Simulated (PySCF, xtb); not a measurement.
C2H6N2OSi, SMILES N[Si@@H]1COC=N1.

GFN2-xTB (xtb) at its own geometry gives an orbital gap of 3.87 eV and a dipole moment of 1.55 D.

Geometry: B3LYP-D3(BJ)/def2-SVP. The structure was generated by enumeration; whether it is a known compound was not checked. Other conformers were not sampled.

Question: What does PBE/def2-TZVP run with PySCF give? (The exact figures need the calculation; the answer reports its results.)

Answer: gap 4.92 eV (levels -5.95 and -1.04 eV), dipole 1.74 D.
